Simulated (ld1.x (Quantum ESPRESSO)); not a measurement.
**Configuration tests for Ti (Z = 22) (RRKJ)**

titanium, norm-conserving RRKJ (Kleinman–Bylander form), made with ld1.x (Quantum ESPRESSO) 7.5 (BP86, scalar-relativistic). Core [Ne], reference 3s2 3p6 3d2 4s0 4p0 (charge +2). Waves: 3p (bound): rc 1.32 bohr; 3d (bound): rc 2.55 bohr; 3s (bound): rc 1.65 bohr. Local part: the s channel. Core correction: a·sin(br)/r model core inside 0.90 bohr.

Energies are relative to the spin-unpolarised reference configuration 3s2 3p6 3d2 4s0 4p0; without spin polarisation the order of configurations can differ from experiment.

```csv
valence configuration,charge,ΔE all-electron (eV),error AE − PS (meV)
3s2 3p6 3d2 4s2 4p0,0,-21.181,+1332
3s2 3p6 3d2 4s1 4p0,+1,-13.662,+889
3s2 3p6 3d1 4s0 4p0,+3,26.972,+467
3s2 3p6 3d2 4s1.5 4p0,+0.5,-18.166,+1152
3s1 3p6 3d2 4s2 4p0,+1,48.552,+2442
3s2 3p6 3d2 4s0 4p2,0,-14.822,+246
```

What are ΔE and the potential's error for 3s2 3p6 3d2 4s0 4p1?

ΔE = -9.858 eV all-electron; the error (AE − PS) is +183 meV.

Levels in the configuration 3s2 3p6 3d1 4s0 4p0:

```tsv
level	all-electron (eV)	pseudo (eV)
3s	-95.087	-94.155
3p	-70.972	-70.148
3d	-34.713	-33.566
```

ld1.x printed “convergence not achieved” for 2 of the counted tests; their residual had stalled under 1e-8, short of the target of 1e-14.
